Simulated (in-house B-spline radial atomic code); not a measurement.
Values are calculated unless marked as measured or tabulated.
## Hf in an electron gas of r_s = 4: phase shifts, screening and friction

A nucleus sits in a uniform electron gas with a rigid positive background. The Kohn-Sham equations are solved self-consistently in the spin-unpolarised LDA (PW92), non-relativistic, on B-splines with outgoing waves at the boundary and partial waves to l = 8. The model has no lattice, no bands and no magnetic solution. Atomic units; δ_l are the phase shifts at the Fermi level, counted so that each bound state adds π, and good to about 0.0005. Heavy atoms are models without relativity. A narrow, partly filled d or f resonance in a thin gas would split by spin, so such rows rest on a solution that is probably unstable.

The density parameter is r_s = 4 bohr.

```csv
l,δ_l (rad)
0,16.0405
1,12.6325
2,7.4904
3,3.1025
4,-0.0020
5,0.0001
6,-0.0004
7,-0.0003
8,-0.0003
```

Bound levels below the band bottom (hartree): p -12.66, d -7.367, s -1.743, p -0.9434, f -0.5626 and deeper ones.

Problem. Check the Friedel sum rule, and say where the screening charge sits.

Solution. k_F = (9π/4)^(1/3)/r_s = 0.47979. The rule is Z = (2/π) Σ (2l + 1) δ_l. The terms are s 10.212, p 24.126, d 23.843, f 13.826 and -0.020 beyond, in all 71.986 against Z = 72. Bound states hold 10 s, 24 p, 20 d and 14 f electrons, so the scattering states carry 3.99 in all; where a term is smaller than its bound count, the bound level has drawn weight out of the band.

Problem. Find the transport cross section and the electronic stopping of a 1 keV Hf ion (mass 178.49 u).

Solution. σ_tr = (4π/k_F²) Σ (l + 1) sin²(δ_l − δ_(l+1)). The terms for l = 0 to 3 are 0.0693, 1.6529, 2.6951, 0.0055, all together 4.4228, so σ_tr = 54.589 × 4.4228 = 241.436 bohr². With n = 3/(4π r_s³) = 0.00373, the friction coefficient is Q = n k_F σ_tr = 0.4321. For v well below v_F = 0.480, dE/dx = Q v; with 24801 eV per u at v = 1, v = √(1000/(24801 × 178.49)) = 0.0150, so dE/dx = 0.00649 hartree/bohr = 3.34 eV/nm. The largest term couples the d and f waves.
